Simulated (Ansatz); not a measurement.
Si₂₀H₂₈⁻, a nanocrystal cut from cubic silicon. Charge -1, multiplicity 2. Geometry PBE-D4/def2-SVP; atoms count from 1.

Cartesian coordinates in Å:
```
Si 4.0418 2.0144 0.1178
Si 1.4635 -3.8183 -1.7312
Si -1.6924 -3.3271 1.2250
Si 0.8500 2.8110 2.1551
Si -1.7253 0.0479 2.8057
Si 1.0329 -0.5160 0.2570
Si 1.4840 1.7464 -2.6649
Si -1.6230 -1.4824 -2.1261
Si -1.7038 1.8802 -0.5680
Si -4.3897 -0.9094 0.2594
Si 2.5729 -2.0433 -0.6528
Si 2.2914 1.1085 1.4047
Si 3.1081 3.1865 -1.6939
Si -0.2724 -1.5722 1.9021
Si -0.2131 -3.0370 -3.1927
Si -3.0163 -2.6246 -0.5873
Si -0.5271 1.8204 3.7903
Si -0.6007 3.6582 0.5048
Si -3.0750 0.8755 1.0631
Si -0.1825 0.3817 -1.5412
H 4.9041 2.9014 0.9935
H 4.9337 0.8958 -0.3762
H 2.4653 -4.6741 -2.4800
H 0.8439 -4.7105 -0.6833
H -2.5699 -3.6811 2.4088
H -0.9091 -4.5752 0.8910
H 1.6395 3.9377 2.7910
H -2.6083 -0.5960 3.8564
H 2.3365 0.7417 -3.4217
H 0.7636 2.5446 -3.7378
H -2.5582 -0.9759 -3.2102
H -2.6158 2.4687 -1.6273
H -5.2773 -1.4008 1.3849
H -5.3163 -0.4021 -0.8257
H 3.5101 -2.5959 0.3993
H 3.4278 -1.3262 -1.6718
H 2.8819 0.4628 2.6456
H 4.2468 3.6977 -2.5676
H 2.4542 4.4168 -1.1062
H 0.6428 -2.0701 3.0050
H -0.9486 -4.2410 -3.7464
H 0.4947 -2.3909 -4.3638
H -3.9152 -3.7885 -0.9959
H 0.3114 1.3061 4.9408
H -1.4932 2.8322 4.3698
H -1.6058 4.5450 1.2171
H 0.1394 4.5486 -0.4635
H -4.0013 1.9285 1.6469
```

Single mean-field runs in def2-SVP are fitted with def2-universal-jkfit.

Question: Estimate the Mulliken populations of the heavy atoms from the PBE0/def2-SVP orbitals of Ansatz.

Answer: 
```csv
atom,charge (e),spin (α − β)
Si1,0.10,-0.01
Si2,0.03,0.00
Si3,0.10,-0.01
Si4,-0.08,-0.01
Si5,-0.07,-0.01
Si6,-0.24,-0.03
Si7,0.06,0.20
Si8,-0.08,0.22
Si9,0.02,-0.03
Si10,0.13,-0.01
Si11,0.14,0.00
Si12,-0.02,0.03
Si13,0.02,0.11
Si14,0.01,0.02
Si15,0.10,-0.01
Si16,-0.10,0.12
Si17,0.13,0.00
Si18,0.09,0.02
Si19,-0.05,0.02
Si20,-0.20,0.31
```
Mulliken values depend strongly on the basis.

Question: Where does the spin sit?

Answer: Summed by element: Si 0.94, H 0.06, of 1 unpaired in all. Largest on single atoms: Si20 0.31, Si8 0.22, Si7 0.20.

Question: And the Mayer bond orders between heavy atoms (over 0.3)?

Answer: Si1–Si12 0.94 (2.35 Å); Si1–Si13 0.96 (2.35 Å); Si2–Si11 0.96 (2.35 Å); Si2–Si15 0.96 (2.36 Å); Si3–Si14 0.94 (2.36 Å); Si3–Si16 0.94 (2.35 Å); Si4–Si12 0.93 (2.35 Å); Si4–Si17 0.95 (2.36 Å); Si4–Si18 0.94 (2.36 Å); Si5–Si14 0.93 (2.36 Å); Si5–Si17 0.95 (2.36 Å); Si5–Si19 0.93 (2.35 Å); Si6–Si11 0.93 (2.35 Å); Si6–Si12 0.91 (2.35 Å); Si6–Si14 0.91 (2.35 Å); Si6–Si20 0.90 (2.35 Å); Si7–Si13 0.90 (2.38 Å); Si7–Si20 0.79 (2.43 Å); Si8–Si15 0.95 (2.35 Å); Si8–Si16 0.85 (2.37 Å); Si8–Si20 0.74 (2.43 Å); Si9–Si18 0.94 (2.35 Å); Si9–Si19 0.93 (2.36 Å); Si9–Si20 0.93 (2.35 Å); Si10–Si16 0.95 (2.35 Å); Si10–Si19 0.94 (2.36 Å).
